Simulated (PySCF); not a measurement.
**Antimony: a sound run and one with changed settings**

Sound run: Sb [Kr] 4d10 5s2 5p3, Sb⁺ [Kr] 4d10 5s2 5p2. Computed with PySCF 2.14 in cc-pVTZ-PP with ECP28MDF (5s4p3d1f, 39 functions), with scalar relativity through the core potential. The sound run starts from symmetry-adapted Hartree-Fock orbitals and uses a fine grid where one is needed.

Changed run: basis STO-3G, all-electron and non-relativistic. This setting is unsound on purpose.

| species | method | sound run (hartree) | changed run (hartree) | converged |
| --- | --- | --- | --- | --- |
| Sb | UHF | -239.27776 | -6251.36246 | yes |
| Sb | M06-2X | -240.15412 | -6253.57918 | yes |
| Sb | BP86 | -240.33565 | -6253.79509 | yes |
| Sb⁺ | UHF | -238.96184 | -6251.13175 | yes |
| Sb⁺ | M06-2X | -239.82403 | -6253.32411 | yes |
| Sb⁺ | BP86 | -240.00214 | -6253.53899 | yes |

Ionisation energy of Sb:

```csv
method,sound run (eV),changed run (eV)
UHF,8.597,6.278
M06-2X,8.982,6.941
BP86,9.075,6.969
```

A minimal basis cannot let orbitals breathe on ionisation and holds almost no correlation. The Hamiltonian changed with the basis, so the totals do not compare.

For comparison, NIST gives 8.608 eV between the lowest levels.
